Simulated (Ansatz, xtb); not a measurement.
## Relaxing a trial structure of CH3I

The starting geometry of this gas-phase singlet has its atoms placed at random.

```xyz
5

C    -1.0595    0.7686   -0.8144
I     0.3909    0.5533    0.3253
H     1.1503   -0.4438    1.2448
H    -0.1878   -1.0346    1.0141
H     0.4590    1.9881   -0.2452
```

Problem. One run relaxed it with r2SCAN-D4/def2-SVP. What is a likely outcome?

Solution. It ends as a structure with I2 bridging C1 and H3 and H4, given below by its coordinates. Distances that change by over a tenth: C1–I2 (1.86 → 2.05 Å), I2–H3 (1.55 → 1.92 Å), I2–H5 (1.55 → 2.41 Å). Contacts that close: C1–H5 (2.03 → 1.13 Å).

The energy falls by 6.28 eV over 16 steps:

```
step  E − E(last) (eV)
   1             6.281
   3             4.050
   4             3.396
   6             0.800
   8             0.152
   9             0.092
  11             0.002
  13             0.000
  14             0.000
  16             0.000
```

Final geometry (Å):

```yaml
atoms:
  - { symbol: C, position_ang: [-0.5614, 1.0705, -0.8467] }
  - { symbol: I, position_ang: [0.3203, 0.4463, 0.8924] }
  - { symbol: H, position_ang: [1.6922, -0.8520, 1.2597] }
  - { symbol: H, position_ang: [-0.5791, -0.9423, 1.0183] }
  - { symbol: H, position_ang: [-0.1191, 2.1090, -0.7991] }
```

From the same start GFN2-xTB reaches the same bonding as this run.

From so rough a start the end depends on the optimiser's path, so another program may land elsewhere. No frequencies were run, so the end isn't proven a minimum. Atoms past krypton carry core potentials, without spin–orbit terms. Run with Ansatz 0.2.0, 28 s on 1 thread of Arm Neoverse V2 (shared host).
